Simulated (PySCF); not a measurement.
The same groups moved round the core (butadiene methyl+boryl). Isolated molecules, 0 K electronic values unless said otherwise. One relaxed conformer stands for each flexible species; it need not be the lowest. Strings in code marks are SMILES.

The numbers are results of CAM-B3LYP-D3(BJ)/def2-TZVP (PySCF), not measurements. Excitations are Tamm–Dancoff values on a coarser integration grid. The basis has no diffuse functions, so Rydberg states are missing or too high.

```json
[
 {"species": "`C=C(/C=C/C)B`", "brightest of the four lowest singlets (TDA) (eV)": "6.26", "T1 excitation (TDA) (eV)": "2.89"},
 {"species": "`BC(=C)/C=C\\C`", "brightest of the four lowest singlets (TDA) (eV)": "(withheld)", "T1 excitation (TDA) (eV)": "3.08"},
 {"species": "`C(/B)(=C/C=C)C`", "brightest of the four lowest singlets (TDA) (eV)": "(withheld)", "T1 excitation (TDA) (eV)": "2.63"},
 {"species": "`C=C/C(=C/B)C`", "brightest of the four lowest singlets (TDA) (eV)": "5.08", "T1 excitation (TDA) (eV)": "2.75"},
 {"species": "`B/C=C/C(=C)C`", "brightest of the four lowest singlets (TDA) (eV)": "5.19", "T1 excitation (TDA) (eV)": "2.85"},
 {"species": "`B/C=C/C=C/C`", "brightest of the four lowest singlets (TDA) (eV)": "(withheld)", "T1 excitation (TDA) (eV)": "2.76"}
]
```

### Question
Some entries are withheld; supply them.

### Answer

- `BC(=C)/C=C\C`, brightest of the four lowest singlets (TDA) (eV): 6.28
- `C(/B)(=C/C=C)C`, brightest of the four lowest singlets (TDA) (eV): 4.76
- `B/C=C/C=C/C`, brightest of the four lowest singlets (TDA) (eV): 5.09
